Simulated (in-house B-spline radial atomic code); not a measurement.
A fraction x of an electron is removed from 2p in S³⁺, starting from [Ne] 3s2 3p1 and keeping the highest spin. Method: non-relativistic wB97X, spin-polarised, spherical fractional occupations, point nucleus. Calculated with a radial B-spline atomic code at the basis-set limit.

Caution: exact exchange at fractional occupations of open shells leaves self-interaction of up to several eV.

| x | E(x) - E(0) (eV) | 2p down level (eV) |
| --- | --- | --- |
| 0 | 0.0000 | -206.273 |
| 0.08 | 16.6128 | -209.049 |
| 0.13 | 27.1088 | -210.793 |
| 0.34 | ? | ? |
| 0.44 | 94.1459 | -221.743 |
| 0.5 | 107.5148 | -223.889 |
| 0.62 | 134.6402 | -228.206 |
| 0.68 | 148.3976 | -230.377 |
| 0.83 | 183.3631 | -235.838 |
| 0.95 | ? | ? |
| 1 | 223.9858 | -242.086 |

Task: What belongs in the row x = 0.34?

Result: An energy change of 72.1497 eV; 2p down at -218.185 eV.

Task: What belongs in the row x = 0.95?

Result: An energy change of 211.9276 eV; 2p down at -240.242 eV.

Task: Check Janak's theorem between x = 0.08 and 0.13.

Result: The slope of the energy is 209.92 eV; the orbital levels give 209.92 eV (-ε of the emptying orbital, averaged over the two points).
